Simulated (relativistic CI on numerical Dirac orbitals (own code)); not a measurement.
# One change at a time: I²⁷⁺

Base calculation: Dirac-Coulomb-Breit CI, orbitals from a KLI potential per configuration, model QED (radiative potential, 1s self-energy scaled to tabulated hydrogen-like ionisation energies), unscaled Slater integrals.

Configuration list (outside the closed core [Ne]): 3s2 3p6 3d8, 3s2 3p5 3d9, 3s2 3p4 3d10, 3s 3p6 3d9, 3p6 3d10, 3s 3p5 3d10, 3s2 3p6 3d7 4s, 3s2 3p6 3d7 4p, 3s2 3p6 3d7 4d, 3s2 3p4 3d9 4s, 3s2 3p6 3d7 4f, 3s2 3p5 3d8 4s, 3s2 3p4 3d9 4p, 3s2 3p5 3d8 4p, 3s2 3p6 3d6 4s2, 3s2 3p4 3d9 4d, 3s 3p5 3d9 4s, 3s2 3p6 3d6 4s 4p, 3s 3p5 3d9 4p, 3s2 3p6 3d7 5s, 3s2 3p5 3d8 4d, 3s2 3p6 3d6 4p2, 3s 3p6 3d8 4s, 3s2 3p6 3d7 5p, 3s2 3p6 3d6 4s 4d, 3s 3p5 3d9 4d, 3p6 3d9 4s, 3s2 3p6 3d7 5d, 3s 3p6 3d8 4p, 3s2 3p6 3d6 4p 4d, 3s2 3p5 3d8 4f, 3s2 3p5 3d7 4s2, 3s2 3p6 3d7 5f, 3p6 3d9 4p, 3s2 3p6 3d7 5g, 3s2 3p5 3d7 4s 4p. Levels of other configurations are missing.

Variants: (1) P86 correlation estimate; (2) non-relativistic limit. Shifts of the energy above 3s2 3p6 3d8 3F_4, in cm⁻¹, for the lowest level and the first level of each name with at least 55 % of one term (blank where a level changes its place among those of its configuration and J or its character, or is not in the variant):

| Level | Base | Δ(1) | Δ(2) |
| --- | --- | --- | --- |
| 3s2 3p6 3d8 3F_4 | 0 | 0 | 0 |
| 3s2 3p6 3d8 3F_3 | 91846 | 0 | -91846 |
| 3s2 3p6 3d8 3P_0 | 126113 | +3 | -56675 |
| 3s2 3p6 3d8 3P_1 | 163805 | +2 | -94367 |
| 3s2 3p6 3d8 1G_4 | 175905 | 0 | -79856 |
| 3s2 3p6 3d8 1S_0 | 355696 | +5 | -133204 |
| 3s2 3p5 3d9 3F°_4 | 1909032 | +1486 | -125191 |
| 3s2 3p5 3d9 1D°_2 | 1950908 | +1495 |  |
| 3s2 3p5 3d9 3D°_3 | 2017030 | +1499 |  |
| 3s2 3p5 3d9 3P°_1 | 2078595 | +1502 | -194670 |
| 3s2 3p5 3d9 3P°_0 | 2114259 | +1500 | -230334 |
| 3s2 3p5 3d9 3D°_1 | 2143289 | +1506 | -253589 |
| 3s2 3p5 3d9 3F°_2 | 2501850 | +1492 |  |
| 3s2 3p5 3d9 1F°_3 | 2559635 | +1507 | -490483 |

At this charge energies of transitions that change n are usually good to better than 1 %, and those within a shell (Δn = 0) to a few per cent. Terms inside the open d or f shell come out 10 to 20 % too wide with unscaled integrals.

Ionisation energy from the two ground configurations alone: base 1553.03 eV; P86 correlation estimate 1555.07 eV. The NIST ASD value (theoretical) is 1553 eV.

LS names give the leading component of a level, which can be under half, so a name can repeat, a term be missing and a line seem to break the LS rules.
